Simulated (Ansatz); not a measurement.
`[OH][Sn-]1[O]C(C(F)(F)F)=CC(C(F)(F)F)=[O+]1`, charge 0, multiplicity 1.

Give a relaxed structure at PBE0-D4/def2-TZVP (Ansatz 0.2.0). (Estimate.)

The calculation gave: 
Z-matrix (Å, degrees):
```
C
F 1 1.332
C 1 1.538 2 112.6
F 1 1.329 2 108.1 3 121.8
F 1 1.333 2 108.0 3 -121.2
C 3 1.389 1 118.6 2 -4.1
O 3 1.254 1 113.0 2 177.5
C 6 1.389 3 122.0 1 -175.0
H 6 1.077 3 118.9 1 2.0
Sn 7 2.188 3 127.3 1 -165.7
C 8 1.538 6 118.6 3 175.0
O 8 1.254 6 128.4 3 -3.2
O 10 1.981 7 87.5 3 64.7
F 11 1.333 8 109.6 6 -116.0
F 11 1.329 8 110.1 6 124.9
F 11 1.332 8 112.6 6 4.2
H 13 0.959 10 116.6 7 139.5
```
Point group Cs.
This is one stationary point; other conformers may exist.
